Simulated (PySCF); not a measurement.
Level of theory: PBE0-D4/def2-TZVP in PySCF 2.14.0. All species are isolated molecules in the gas phase. One relaxed conformer stands for a flexible species; it need not be the lowest. Delta-SCF ions had no search for a lower state. Excitations are Tamm–Dancoff values on a coarser integration grid. The basis has no diffuse functions, so Rydberg states are missing or too high.

Reference species (SMILES): `O[SiH3]` (neutral, multiplicity 1).

| Property | Result |
|---|---|
| vertical ionisation energy (Delta-SCF) | 11.25 eV |
| HOMO | -8.73 eV |
| S1 excitation (TDA) | 7.14 eV |
| S1–T1 gap (TDA) | 0.42 eV |

Changed species: `[SiH2](O)C=C` (C–C–Si–O torsion -6°, C–Si–O–H torsion -73°) (X = vinyl; the reference has X = H).

### Question
Predict the effect on the vertical ionisation energy (Delta-SCF), HOMO, S1 excitation (TDA) and S1–T1 gap (TDA).

### Answer
the vertical ionisation energy (Delta-SCF) drops by 1.14 eV, to 10.11 eV; the HOMO goes up by 0.77 eV, to -7.96 eV; the S1 excitation (TDA) falls by 0.65 eV, to 6.49 eV; the S1–T1 gap (TDA) rises by 1.83 eV, to 2.25 eV.
